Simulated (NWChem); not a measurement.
All runs are NWChem calculations. System: dimethoxyethane (C$_{4}$H$_{10}$O$_{2}$), charge 0, spin multiplicity 1, at a geometry optimised with PBE0/def2-SVP. Level: MP2/def2-SVP, 6 core orbitals frozen.

Job file:

```
start mol
memory heap 200 mb stack 900 mb global 1100 mb
geometry units angstroms nocenter noautoz
  C     -2.709175    -0.250407     0.445319
  O     -1.424483     0.269360     0.327076
  C     -0.700733    -0.275909    -0.732412
  C      0.700733     0.275909    -0.732412
  O      1.424483    -0.269360     0.327076
  C      2.709175     0.250407     0.445319
  H     -3.320510    -0.067805    -0.462496
  H     -3.198502     0.242883     1.297082
  H     -2.701876    -1.343449     0.631150
  H     -1.181246    -0.038050    -1.705746
  H     -0.649035    -1.381733    -0.654041
  H      1.181246     0.038050    -1.705746
  H      0.649035     1.381733    -0.654041
  H      3.320510     0.067805    -0.462496
  H      2.701876     1.343449     0.631150
  H      3.198502    -0.242883     1.297082
  symmetry group C2
end
basis spherical
  * library def2-svp
end
scf
  rhf
  nopen 0
  maxiter 100
  thresh 1e-7
  semidirect memsize 60000000 filesize 0
end
mp2
  freeze core 6
end
task mp2 energy
```

Output (cleaned and shortened):

```
             Northwest Computational Chemistry Package (NWChem) 7.3.0
             --------------------------------------------------------

                                NWChem Input Module
                                -------------------

 Scaling coordinates for geometry "geometry" by  1.889725989
 (inverse scale =  0.529177249)

 Turning off AUTOSYM since
 SYMMETRY directive was detected!

                             Geometry "geometry" -> ""
                             -------------------------

 Output coordinates in angstroms (scale by  1.889725989 to convert to a.u.)

  No.       Tag          Charge          X              Y              Z
 ---- ---------------- ---------- -------------- -------------- --------------
    1 C                    6.0000    -2.70917500    -0.25040700     0.44531900
    2 O                    8.0000    -1.42448300     0.26936000     0.32707600
    3 C                    6.0000    -0.70073300    -0.27590900    -0.73241200
    4 C                    6.0000     0.70073300     0.27590900    -0.73241200
    5 O                    8.0000     1.42448300    -0.26936000     0.32707600
    6 C                    6.0000     2.70917500     0.25040700     0.44531900
    7 H                    1.0000    -3.32051000    -0.06780500    -0.46249600
    8 H                    1.0000    -3.19850200     0.24288300     1.29708200
    9 H                    1.0000    -2.70187600    -1.34344900     0.63115000
   10 H                    1.0000    -1.18124600    -0.03805000    -1.70574600
   11 H                    1.0000    -0.64903500    -1.38173300    -0.65404100
   12 H                    1.0000     1.18124600     0.03805000    -1.70574600
   13 H                    1.0000     0.64903500     1.38173300    -0.65404100
   14 H                    1.0000     3.32051000     0.06780500    -0.46249600
   15 H                    1.0000     2.70187600     1.34344900     0.63115000
   16 H                    1.0000     3.19850200    -0.24288300     1.29708200

 Effective nuclear repulsion energy (a.u.)     257.7138814885

            Nuclear Dipole moment (a.u.)
            ----------------------------
        X                 Y               Z
 ---------------- ---------------- ----------------
     0.0000000000     0.0000000000    -0.0000037795

      Symmetry information
      --------------------

 Group name             C2
 Group number              4
 Group order               2
 No. of unique centers     8

      Symmetry unique atoms

     1    2    3    7    8    9   10   11


 Summary of "ao basis" -> "" (spherical)
 ------------------------------------------------------------------------------
       Tag                 Description            Shells   Functions and Types
 ---------------- ------------------------------  ------  ---------------------
 *                          def2-svp                  on all atoms

 Summary of "ao basis" -> "ao basis" (spherical)
 ------------------------------------------------------------------------------
       Tag                 Description            Shells   Functions and Types
 ---------------- ------------------------------  ------  ---------------------
 C                          def2-svp                 6       14   3s2p1d
 O                          def2-svp                 6       14   3s2p1d
 H                          def2-svp                 3        5   2s1p

                                 NWChem SCF Module
                                 -----------------

  ao basis        = "ao basis"
  functions       =   134
  atoms           =    16
  closed shells   =    25
  open shells     =     0
  charge          =   0.00
  wavefunction    = RHF
  use symmetry    = T
  symmetry adapt  = T

 Summary of "ao basis" -> "ao basis" (spherical)
 ------------------------------------------------------------------------------
       Tag                 Description            Shells   Functions and Types
 ---------------- ------------------------------  ------  ---------------------
 C                          def2-svp                 6       14   3s2p1d
 O                          def2-svp                 6       14   3s2p1d
 H                          def2-svp                 3        5   2s1p

      Symmetry analysis of basis
      --------------------------

        a          67
        b          67

 Forming initial guess at       0.1s

      Superposition of Atomic Density Guess
      -------------------------------------

 Sum of atomic energies:        -304.87433993

      Non-variational initial energy
      ------------------------------

 Total energy =    -308.526576
 1-e energy   =    -924.304236
 2-e energy   =     358.063778
 HOMO         =      -0.334552
 LUMO         =       0.108881

      Symmetry analysis of molecular orbitals - initial
      -------------------------------------------------

  Numbering of irreducible representations:

     1 a           2 b

  Orbital symmetries:

     1 a           2 b           3 a           4 b           5 a
     6 b           7 a           8 b           9 a          10 b
    11 a          12 b          13 a          14 b          15 a
    16 a          17 b          18 b          19 b          20 a
    21 a          22 b          23 a          24 a          25 b
    26 a          27 b          28 a          29 a          30 b
    31 b          32 b          33 a          34 a          35 b

 Starting SCF solution at       1.9s

 ----------------------------------------------
         Quadratically convergent ROHF

 Convergence threshold     :          1.000E-07
 Maximum no. of iterations :          100
[...]
     6 b           7 a           8 b           9 a          10 b
    11 a          12 b          13 b          14 a          15 a
    16 a          17 b          18 b          19 b          20 a
    21 a          22 b          23 a          24 a          25 b
    26 a          27 b          28 a          29 b          30 b
    31 a          32 a          33 b          34 a          35 b

             Final eigenvalues
             -----------------

              1
    1  -20.5442
    2  -20.5442
    3  -11.2775
    4  -11.2774
    5  -11.2774
    6  -11.2769
    7   -1.3757
    8   -1.3582
    9   -1.0209
   10   -0.9228
   11   -0.8784
   12   -0.8122
   13   -0.6844
   14   -0.6819
   15   -0.6596
   16   -0.6366
   17   -0.6314
   18   -0.5955
   19   -0.5464
   20   -0.5302
   21   -0.5091
   22   -0.4806
   23   -0.4681
   24   -0.4232
   25   -0.4147
   26    0.1808
   27    0.1872
   28    0.2169
   29    0.2383
   30    0.2544
   31    0.2618
   32    0.2690
   33    0.2833
   34    0.2948
   35    0.3006

                       ROHF Final Molecular Orbital Analysis
                       -------------------------------------

 Vector   23  Occ=2.000000D+00  E=-4.680715D-01  Symmetry=a
              MO Center= -8.8D-16,  2.2D-15, -1.6D-01, r^2= 3.6D+00
   Bfn.  Coefficient  Atom+Function         Bfn.  Coefficient  Atom+Function
  ----- ------------  ---------------      ----- ------------  ---------------
    32     -0.180536   3 C  px               46      0.180536   4 C  px
    33     -0.178464   3 C  py               47      0.178464   4 C  py
    19      0.174366   2 O  py               61     -0.174366   5 O  py
    20      0.173141   2 O  pz               62      0.173141   5 O  pz
    18      0.151690   2 O  px               60     -0.151690   5 O  px

 Vector   24  Occ=2.000000D+00  E=-4.232467D-01  Symmetry=a
              MO Center=  2.0D-14,  5.7D-15, -4.1D-02, r^2= 4.6D+00
   Bfn.  Coefficient  Atom+Function         Bfn.  Coefficient  Atom+Function
  ----- ------------  ---------------      ----- ------------  ---------------
    19      0.269693   2 O  py               61     -0.269693   5 O  py
    22      0.225661   2 O  py               64     -0.225661   5 O  py
    20     -0.188371   2 O  pz               62     -0.188371   5 O  pz
   105      0.157917  11 H  s               115      0.157917  13 H  s
    23     -0.156504   2 O  pz               65     -0.156504   5 O  pz

 Vector   25  Occ=2.000000D+00  E=-4.146785D-01  Symmetry=b
              MO Center= -2.4D-14, -1.6D-14,  3.6D-03, r^2= 4.7D+00
   Bfn.  Coefficient  Atom+Function         Bfn.  Coefficient  Atom+Function
  ----- ------------  ---------------      ----- ------------  ---------------
    19      0.255961   2 O  py               61      0.255961   5 O  py
    20     -0.252437   2 O  pz               62      0.252437   5 O  pz
    22      0.214212   2 O  py               64      0.214212   5 O  py
    23     -0.210363   2 O  pz               65      0.210363   5 O  pz

 Vector   26  Occ=0.000000D+00  E= 1.807803D-01  Symmetry=a
              MO Center= -4.8D-15,  1.8D-15, -9.4D-01, r^2= 9.8D+00
   Bfn.  Coefficient  Atom+Function         Bfn.  Coefficient  Atom+Function
  ----- ------------  ---------------      ----- ------------  ---------------
    31      1.169111   3 C  s                45      1.169111   4 C  s
     3      1.090615   1 C  s                73      1.090615   6 C  s
   101     -0.929727  10 H  s               111     -0.929727  12 H  s
   106     -0.638244  11 H  s               116     -0.638244  13 H  s
    86     -0.633122   7 H  s               121     -0.633122  14 H  s

 Vector   27  Occ=0.000000D+00  E= 1.872426D-01  Symmetry=b
              MO Center= -9.8D-16, -1.0D-15, -4.3D-02, r^2= 1.3D+01
   Bfn.  Coefficient  Atom+Function         Bfn.  Coefficient  Atom+Function
  ----- ------------  ---------------      ----- ------------  ---------------
     3      1.725438   1 C  s                73     -1.725438   6 C  s
    31      0.971181   3 C  s                45     -0.971181   4 C  s
    96     -0.862737   9 H  s               126      0.862737  15 H  s
    86     -0.841513   7 H  s               121      0.841513  14 H  s
    91     -0.651935   8 H  s               131      0.651935  16 H  s

 Vector   28  Occ=0.000000D+00  E= 2.168910D-01  Symmetry=a
              MO Center= -4.3D-15, -3.6D-16, -2.1D-01, r^2= 1.4D+01
   Bfn.  Coefficient  Atom+Function         Bfn.  Coefficient  Atom+Function
  ----- ------------  ---------------      ----- ------------  ---------------
     3      1.807799   1 C  s                73      1.807799   6 C  s
    31     -1.077230   3 C  s                45     -1.077230   4 C  s
   101      0.952932  10 H  s               111      0.952932  12 H  s
    91     -0.911583   8 H  s               131     -0.911583  16 H  s
    96     -0.772751   9 H  s               126     -0.772751  15 H  s

 center of mass
 --------------
 x =   0.00000000 y =   0.00000000 z =   0.03715281

 moments of inertia (a.u.)
 ------------------
         162.995795899657         -59.814650018026           0.000000000000
         -59.814650018026        1237.168034124982          -0.000000000000
           0.000000000000          -0.000000000000        1168.949870834173

  Mulliken analysis of the total density
  --------------------------------------

    Atom       Charge   Shell Charges
 -----------   ------   -------------------------------------------------------
    1 C    6     5.77   1.99  0.86  0.17  1.96  0.72  0.07
    2 O    8     8.57   1.99  1.05  0.76  2.87  1.88  0.02
    3 C    6     5.74   1.99  0.89  0.12  1.98  0.69  0.08
    4 C    6     5.74   1.99  0.89  0.12  1.98  0.69  0.08
    5 O    8     8.57   1.99  1.05  0.76  2.87  1.88  0.02
    6 C    6     5.77   1.99  0.86  0.17  1.96  0.72  0.07
    7 H    1     0.99   0.77  0.20  0.02
    8 H    1     0.96   0.76  0.17  0.02
    9 H    1     0.99   0.76  0.20  0.02
   10 H    1     1.00   0.77  0.20  0.02
   11 H    1     0.98   0.77  0.19  0.02
   12 H    1     1.00   0.77  0.20  0.02
   13 H    1     0.98   0.77  0.19  0.02
   14 H    1     0.99   0.77  0.20  0.02
   15 H    1     0.99   0.76  0.20  0.02
   16 H    1     0.96   0.76  0.17  0.02

       Multipole analysis of the density wrt the origin
       ------------------------------------------------

     L   x y z        total         open         nuclear
     -   - - -        -----         ----         -------
     0   0 0 0     -0.000000      0.000000     50.000000

     1   1 0 0      0.000000      0.000000      0.000000
     1   0 1 0      0.000000      0.000000      0.000000
     1   0 0 1     -0.635913      0.000000     -0.000004

     2   2 0 0    -23.134109      0.000000    668.432348
     2   1 1 0      2.192937      0.000000     44.143191
     2   1 0 1     -0.000000      0.000000     -0.000000
     2   0 2 0    -28.904326      0.000000     37.085459
     2   0 1 1      0.000000      0.000000      0.000000
     2   0 0 2    -28.132016      0.000000     77.822500

                   NWChem MP2 Semi-direct Energy/Gradient Module
                   ---------------------------------------------

  Basis functions       =    134
  Molecular orbitals    =    134
  Frozen core           =      6
  Frozen virtuals       =      0
  Active alpha occupied =     19
  Active beta occupied  =     19
  Active alpha virtual  =    109
  Active beta virtual   =    109
  Use MO symmetry       = T
  Use skeleton AO sym   = T

  AO/Fock/Back tols     =   1.0D-09  1.0D-09  1.0D-09

 GA uses MA = F    GA memory limited = T

 Available:
  local mem=  1.26D+08
 global mem=  1.44D+08
 local disk=  0.00D+00
  mp2_memr nvloc                   109
  nvloc new                   109
   1 passes of  19:        3145728                      89440                  56087345.
   1 passes of  19: M    126139744           G      144143288           F     122994016.

 Semi-direct pass number   1 of   1  for RHF alpha+beta  at        5.2s
  vrange nnbf                  7961
  mp2_eaftype                   213  avail_ma_in_mb                  1099
 EAF : mp2_eaftype filesize         213   28043673.
  mp2_eaf for mointskh                    213
Node 0 wrote    131.9 Mb in      0.1 s     Agg I/O rate:  1856.3 Mb/s
 Done moints_semi at       13.3s
  mp2_eaftype                   213  avail_ma_in_mb                   886
 EAF : mp2_eaftype filesize         213   28043673.
  mp2_eaf for kh                   213
 Done maket at       14.0s
 Done multipass loop at       14.0s

          -------------------------------------------
          SCF energy                -306.750549113380
          Correlation energy          -0.935336882144
          Singlet pairs               -0.602102376067
          Triplet pairs               -0.333234506077
          Total MP2 energy          -307.685885995523
          -------------------------------------------

          ---------------------------------------------------
                    Spin Component Scaled (SCS) MP2
          Same spin pairs                     -0.222156337385
          Same spin scaling factor             0.333333333333
          Opposite spin pairs                 -0.713180544759
          Opposite spin scaling fact.          1.200000000000
          SCS-MP2 correlation energy          -0.929868766173
          Total SCS-MP2 energy              -307.680417879552
          ---------------------------------------------------

 -----------------------
 Performance information
 -----------------------

 Timer overhead =  1.84D-07 seconds/call

               Nr. of calls         CPU time (s)                 Wall time (s)                GFlops
             ---------------    -------------------     ------------------------------   -------------------
Name         Min   Avg   Max    Min     Avg     Max     Min     Avg     Max   Mx/calls   Min     Max     Sum
mp2: moin     1     1     1    8.0     8.0     8.0      8.0     8.0     8.0     8.0      0.0     0.0     0.0
mp2: make     1     1     1   0.75    0.75    0.75     0.75    0.75    0.75    0.75      0.0     0.0     0.0
mp2: tota     1     1     1    8.8     8.8     8.8      8.8     8.8     8.8     8.8      0.0     0.0     0.0

 The average no. of pstat calls per process was 3.00D+00
 with a timing overhead of 5.53D-07s

 Task  times  cpu:       14.0s     wall:       14.0s

 Total times  cpu:       14.0s     wall:       14.0s
```
